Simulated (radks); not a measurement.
Q: Dipole-allowed excitations along the series with 4 electrons in [He] 2s2. All-electron calculation, scalar-relativistic Kohn-Sham, PBE, spin-polarised, spherical densities, finite nucleus; Fermi nuclear charge, rms radius of each element as measured or else 0.836 A^(1/3) + 0.57 fm. Program: a radial shooting solver on a logarithmic mesh with Libxc functionals. Time-dependent linear response with the Hartree and adiabatic LDA kernel, continuum included through the Sternheimer equations, no spin-orbit coupling, so fine structure and intercombination lines are absent. Lines are the poles of the dipole polarisability below minus the highest occupied eigenvalue, found on a grid refined at the orbital gaps; the lowest seven at most are given, and weak or close lines can be missed. The first line takes the name of the lowest orbital gap if no other gap lies below it; otherwise a line is named after a gap within 0.6 % of it, if that gap stands alone.

| species | -e(HOMO) (eV) | lowest orbital gap (eV) | first line (eV) | f | strongest line (eV) | its f | static alpha (bohr^3) |
|---|---|---|---|---|---|---|---|
| Al9+ | 378.54 | 2s-2p 25.808 | 35.146 (2s-2p) | 0.280 | 234.60 (2s-3p) | 0.579 | 0.1796 |
| P11+ | 537.04 | 2s-2p 31.037 | 42.036 (2s-2p) | 0.240 | 327.53 (2s-3p) | 0.617 | 0.1071 |
| S12+ | 626.67 | 2s-2p 33.756 | 45.590 (2s-2p) | 0.225 | 379.83 (2s-3p) | 0.632 | 0.08505 |
| Cl13+ | 723.25 | 2s-2p 36.559 | 49.234 (2s-2p) | 0.212 | 436.02 (2s-3p) | 0.645 | 0.06857 |
| Ar14+ | 826.80 | 2s-2p 39.460 | 52.983 (2s-2p) | 0.201 | 496.15 (2s-3p) | 0.657 | 0.05599 |

Estimate the first line of Si10+, its oscillator strength and the static polarisability.

A: 38.558 eV (2s-2p), f = 0.258, alpha = 0.1372 bohr^3.
